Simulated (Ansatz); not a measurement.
CH₁₃InNSbSi₃, SMILES `[SiH3][InH][SbH][CH2]N([SiH3])[SiH3]`, one more setting.

```yaml
crystal:
  periodic: [false, false, false]
  atoms:
    - {symbol: Si, position_ang: [2.994999, -0.923176, 0.550260]}
    - {symbol: In, position_ang: [1.168865, -0.548477, -1.422446]}
    - {symbol: Sb, position_ang: [-0.918552, -2.147347, -1.734564]}
    - {symbol: C, position_ang: [-1.697331, -0.499128, -0.915699]}
    - {symbol: N, position_ang: [-0.902184, 0.293883, -0.003314]}
    - {symbol: Si, position_ang: [-0.586565, 0.035926, 1.604067]}
    - {symbol: Si, position_ang: [-1.074638, 2.221435, -0.585382]}
    - {symbol: H, position_ang: [2.515626, -1.759468, 1.522387]}
    - {symbol: H, position_ang: [4.278938, -1.359983, -0.324763]}
    - {symbol: H, position_ang: [3.576669, 0.453389, 0.918335]}
    - {symbol: H, position_ang: [1.208352, 0.883200, -2.430585]}
    - {symbol: H, position_ang: [-0.656602, -3.019654, -0.368789]}
    - {symbol: H, position_ang: [-2.702438, -0.889356, -0.172765]}
    - {symbol: H, position_ang: [-2.446941, 0.085843, -1.659891]}
    - {symbol: H, position_ang: [-0.330606, -1.692889, 1.758508]}
    - {symbol: H, position_ang: [-1.946924, 0.309046, 2.296944]}
    - {symbol: H, position_ang: [0.544006, 0.833223, 2.114650]}
    - {symbol: H, position_ang: [0.229844, 2.809386, 0.100455]}
    - {symbol: H, position_ang: [-2.222509, 2.494472, 0.273796]}
    - {symbol: H, position_ang: [-1.166787, 2.242958, -1.842686]}
basis:
  gaussian: {orbitals: STO-3G}
total_charge: 1
magnetization: {spin_polarized: true, initial_magnetization: 1}
hamiltonian: {xc: {name: HF}}
correlation: {active_space: {window: {electrons: 6, orbitals: 2}}}
output: {forces: true}
```

```sh
$ ansatz run in.yaml --threads 4 --pin off --events-out ev --progress --plain --max-ram 46080MiB --backend cpu
```

Output, abridged:

```
Error: invalid value for `correlation.active_space`: it starts from restricted Hartree–Fock orbitals; set hamiltonian.xc: hf without magnetization.spin_polarized
```
